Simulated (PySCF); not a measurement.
## C₆ coefficients of unlike pairs at r2SCANh

Calculated with PySCF 2.14 from the dipole response of each species, C₆(A,B) = (3/π) ∫ α_A(iu) α_B(iu) du, in atomic units, from isotropic polarisabilities. For ions this is the dispersion term alone; charge-induced terms of lower order in 1/R come first.

| species | configuration | basis | relativity | α (bohr³) | C₆ (like pair) |
| --- | --- | --- | --- | --- | --- |
| C²⁺ | [He] 2s2 (1S) | aug-cc-pVQZ-DK (6s5p4d3f2g) | spin-free X2C | 4.418 | 7.210 |
| N³⁺ | [He] 2s2 (1S) | aug-cc-pVQZ-DK (6s5p4d3f2g) | spin-free X2C | 2.210 | 2.321 |
| S⁺ | [Ne] 3s2 3p3 (4S) | dyall-acv3z (19s12p6d4f) | none | 10.85 | 54.82 |
| Cl | [Ne] 3s2 3p5 (2P) | aug-cc-pVTZ-DK (6s5p3d2f) | spin-free X2C | 14.62 | 96.09 |

Problem. Estimate C₆ for N³⁺ with C²⁺.

Solution. The integral gives 4.061. The combination rule 2 C_A C_B / (C_A α_B/α_A + C_B α_A/α_B) gives 4.059 and the geometric mean 4.091.

No spin-orbit coupling is included.

The other pairs:

```
   pair     C₆
Cl, N³⁺  14.92
S⁺, N³⁺  11.27
Cl, C²⁺  26.20
 Cl, S⁺  72.55
S⁺, C²⁺  19.77
```
